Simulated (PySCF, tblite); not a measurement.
Isomers of C3H9NSSi. Computed values, GFN2-xTB/tblite, gas phase, harmonic and unscaled. The method is semi-empirical: single wavenumbers can be off by several per cent or more. Modes of hydrogen on silicon and sulfur can be 10 to 20 % off. One conformer each.

Electronic energies: PBE0/pcSseg-1 single points on the GFN2-xTB geometries (PySCF, gas phase).

| SMILES | electronic energy, lowest = 0 (kcal/mol) |
| --- | --- |
| S[SiH2]NC1CC1 | 0.0 |
| C/C(CS)=N\[SiH3] | 16.3 |
| [H]/N=C\CCS[SiH3] | 16.8 |

Question: How do GFN2-xTB zero-point energies change the relative energies?

Answer: 
```csv
SMILES,ZPE (kcal/mol),of it from modes above 1550 cm⁻¹,electronic (kcal/mol),"with ZPE, lowest = 0 (kcal/mol)",lowest mode (cm⁻¹),rings
S[SiH2]NC1CC1,70.4,36.9,0.0,0.0,41,1
C/C(CS)=N\[SiH3],67.6,37.2,16.3,13.4,45,0
[H]/N=C\CCS[SiH3],70.0,38.5,16.8,16.4,31,0
```

The zero-point energies span 2.8 kcal/mol, from `C/C(CS)=N\[SiH3]` to `S[SiH2]NC1CC1`. The order is unchanged.

Question: And how do the electronic energies of GFN2-xTB itself compare?

Answer: `S[SiH2]NC1CC1` 0.0; `C/C(CS)=N\[SiH3]` 11.4; `[H]/N=C\CCS[SiH3]` 21.7 kcal/mol, lowest = 0. Against the energies above, taken from the same isomer `S[SiH2]NC1CC1`, the largest difference is 4.9 kcal/mol.

Question: What do entropy and thermal enthalpy add at 298.15 K and 1 bar (rigid rotor, harmonic oscillator, one conformer each)?

Answer: 
| SMILES | point group | symmetry number | S (cal/(mol K)) | H − H(0) (kcal/mol) | ZPE + H − H(0) − TS (kcal/mol) |
| --- | --- | --- | --- | --- | --- |
| S[SiH2]NC1CC1 | C1 | 1 | 93.0 | 6.10 | 48.8 |
| C/C(CS)=N\[SiH3] | C1 | 1 | 95.6 | 6.52 | 45.6 |
| [H]/N=C\CCS[SiH3] | C1 | 1 | 97.4 | 6.39 | 47.3 |
